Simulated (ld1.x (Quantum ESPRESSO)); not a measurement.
## Building the TM potential for Ge (PBE, scalar-relativistic).

Ge, norm-conserving Troullier–Martins (Kleinman–Bylander form), made with ld1.x (Quantum ESPRESSO) 7.5 (PBE, scalar-relativistic). Core [Ar] 3d10, reference 4s2 4p2. Waves: 4s (bound): rc 1.55 bohr; 4p (bound): rc 1.60 bohr. Local part: all-electron potential smoothed inside 1.15 bohr (lloc = -1). Core correction: none.

All-electron outer shells of the reference configuration (PBE, scalar-relativistic, ld1.x):

```json
{"shell": "3p", "level (eV)": "-115.62", "outermost node (bohr)": "0.23", "outermost maximum (bohr)": "0.54"}
{"shell": "3d", "level (eV)": "-29.31", "outermost node (bohr)": "–", "outermost maximum (bohr)": "0.50"}
{"shell": "4s", "level (eV)": "-11.73", "outermost node (bohr)": "0.77", "outermost maximum (bohr)": "1.75"}
{"shell": "4p", "level (eV)": "-3.90", "outermost node (bohr)": "0.82", "outermost maximum (bohr)": "2.22"}
```

**Question.** Estimate the cutoffs (Ry, on a coarse ladder) from which the occupation-weighted sum of valence levels, in a spherical-Bessel basis at the reference potential, stays within 10 and 1 mRy of its value at 400 Ry.

**Answer.** 35 Ry and 50 Ry.

**Question.** What does a ghost test show?

**Answer.** Ghost state, extra bound levels that the all-electron valence spectrum of the same l lacks: s at -50.9 eV. A true bound ghost makes a file unfit for plane-wave use.

**Question.** Tests: 4s2 4p1; 4s2 4p0; 4s1 4p0; 4s1 4p2; 4s2 4p1.5; 4s1 4p3; 4s0 4p4. Which has the largest error in its energy relative to the reference configuration, and how large is it?

**Answer.** 4s0 4p4, with +63 meV (all-electron minus pseudo) on +16.20 eV.
